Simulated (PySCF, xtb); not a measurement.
Si(Cl)(SiH3) (ClH3Si2), SMILES [SiH3][Si]Cl (connectivity only; charge and spin as stated), neutral, multiplicity 1.

Harmonic wavenumbers (cm⁻¹) from GFN2-xTB (xtb 6.7.1) at its own minimum, in rising order: 71, 121, 334, 352, 420, 506, 790, 817, 864, 2143, 2147, 2179.

Question: What does ωB97X-D3(BJ)/def2-TZVP run with PySCF 2.14.0 give at its own minimum? (Estimate from the structure and the level; the computed values follow.)

Answer: 80, 138, 382, 419, 502, 535, 883, 942, 957, 2222, 2232, 2236. Paired by order, the mean absolute difference is 65 cm⁻¹ and the zero-point energies are 15.4 and 16.5 kcal/mol.
